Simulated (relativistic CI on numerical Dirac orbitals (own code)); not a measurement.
Ge I: what numerical and physical settings do to a radial Dirac CI calculation

Reference input:

```
atom Ge  Z=32  charge=0  electrons=32
nucleus A=74  rms_radius_fm=4.0742
hamiltonian dirac-coulomb  breit=on  qed=on  c_scale=1
orbitals kli  potential=per-configuration
slater_scale 1
correlation none
mixing on
grid step=0.0125 r_max=201.2
scf mixing=0.4 start=green max_iterations=150 tolerance=2e-08 node_fill=0.05
configurations
  [Ar] 3d10 4s2 4p2
  [Ar] 3d10 4s2 4p 4d
  [Ar] 3d10 4s2 4p 5s
end
```

Computed lowest total energy -2095.88936 Ha, first excitation 517.9 cm⁻¹, 36 SCF steps. Runs with settings changed; * marks those that are bad on purpose (the QED terms keep the true α when c is scaled):

```csv
Changed,Outcome,Lowest level,ΔE (Ha),First excitation (cm⁻¹),SCF steps,Message
QED terms off,converged,4p2 3P_0,-0.638,516.6,36,
speed of light × 10,converged,4p2 3P_0,20.8,4.6,36,
start potential previous,converged,4p2 3P_0,2.58e-10,517.9,33,
SCF mixing 1.3 *,converged,4p2 3P_0,1.31e-10,517.9,55,
speed of light × 0.05 *,not converged,,,,1,SCF of 1s2 2s2 2p6 3s2 3p6 3d10 4s2 4p2 stopped: an orbital could not be found
```

With so few configurations and no correlation, terms lie too far apart (by 10 to 50 % near neutrality), their order can be wrong, and levels of other configurations are missing.
